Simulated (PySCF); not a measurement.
Method: ωB97X-D3(BJ)/def2-TZVP // PBE0-D3(BJ)/def2-TZVP run with PySCF. All species are isolated molecules in the gas phase. One relaxed conformer stands for a flexible species; it need not be the lowest. Excitations are Tamm–Dancoff values on a coarser integration grid. The basis has no diffuse functions, so Rydberg states are missing or too high.

Reference species (SMILES): `B=C=BB` (neutral, multiplicity 1).

```
Property                Value
-------------------  --------
HOMO                 -9.64 eV
T1 excitation (TDA)   2.43 eV
```

Changed species: `B12CB2B1`.

Predict the effect on the HOMO and T1 excitation (TDA).

the HOMO rises by 0.69 eV, to -8.95 eV; the T1 excitation (TDA) drops by 2.21 eV, to 0.22 eV.
